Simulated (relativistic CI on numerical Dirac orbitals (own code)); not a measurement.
# Mo+ (4d5) in a crystal field

Calculated by Dirac-Coulomb-Breit CI, separate exchange-only KLI orbitals for each configuration, QED by a radiative potential, valence Slater integrals scaled by 0.7, one configuration in a parametric crystal field (own radial code).

Field parameters in Wybourne normalisation: Td as Oh with Dq negative (B⁴₀ = 21Dq, B⁴₄ = √(5/14) B⁴₀). The field is a parameter set, without covalency.

S and J are read from ⟨S²⟩ = S(S + 1) and ⟨J²⟩ = J(J + 1) of each level; they are not fictitious spins.

Td, 10Dq = -1550 cm⁻¹, the lowest 16 levels:

```tsv
E (cm⁻¹)	Degeneracy	Irrep	S	J
0.0	6	Γ7+Γ8	2.50	2.50
13328	4	Γ8	1.49	3.64
13365	2	Γ6	1.50	3.70
13393	2	Γ7	1.49	4.14
13414	4	Γ8	1.49	4.06
13937	2	Γ6	1.50	4.65
13950	4	Γ8	1.49	4.67
13979	2	Γ7	1.49	3.04
13985	4	Γ8	1.49	4.29
14091	4	Γ8	1.49	4.58
14101	2	Γ7	1.49	4.34
14121	2	Γ6	1.49	4.90
14138	4	Γ8	1.50	4.65
16417	4	Γ8	1.49	2.90
16426	2	Γ7	1.49	2.94
16546	4	Γ8	1.49	2.12
```

Td, 10Dq = -2750 cm⁻¹, the lowest 16 levels:

```csv
E (cm⁻¹),Degeneracy,Irrep,S,J
0.0,2,Γ7,2.50,2.50
0.0,4,Γ8,2.50,2.50
12350,4,Γ8,1.49,3.60
12376,2,Γ6,1.50,3.48
12411,2,Γ7,1.49,4.01
12444,4,Γ8,1.49,3.90
13650,2,Γ6,1.50,4.77
13668,4,Γ8,1.49,4.93
13736,4,Γ8,1.49,3.88
13786,2,Γ7,1.49,2.90
14077,4,Γ8,1.49,4.53
14089,2,Γ7,1.49,4.42
14117,2,Γ6,1.49,4.71
14131,4,Γ8,1.50,4.56
16456,2,Γ7,1.48,3.27
16575,4,Γ8,1.47,2.92
```

Principal g values of the ground doublet: 3.33, 3.33, 3.33.

Td, 10Dq = -4000 cm⁻¹, the lowest 10 levels:

```
E (cm⁻¹)  Degeneracy  Irrep     S     J
     0.0           2     Γ7  2.49  2.50
     0.0           4     Γ8  2.49  2.50
   11225           4     Γ8  1.48  3.56
   11249           2     Γ6  1.50  3.36
   11283           2     Γ7  1.48  3.94
   11332           4     Γ8  1.49  3.79
   13178           2     Γ6  1.50  4.75
   13192           4     Γ8  1.49  4.78
   13250           4     Γ8  1.48  3.96
   13349           2     Γ7  1.49  2.96
```

Principal g values of the ground doublet: 3.33, 3.33, 3.33.

The free-ion ground term has S = 5/2. Every field shown keeps that spin.

Levels of this model without a field, named by their leading LS term (the scale mimics covalency, so terms lie below those of the real free ion): 6S_5/2 0, 4G_5/2 13987, 4G_7/2 14074, 4G_11/2 14124, 4G_9/2 14133, 4P_5/2 15909, 4P_3/2 16073, 4P_1/2 16296 cm⁻¹.
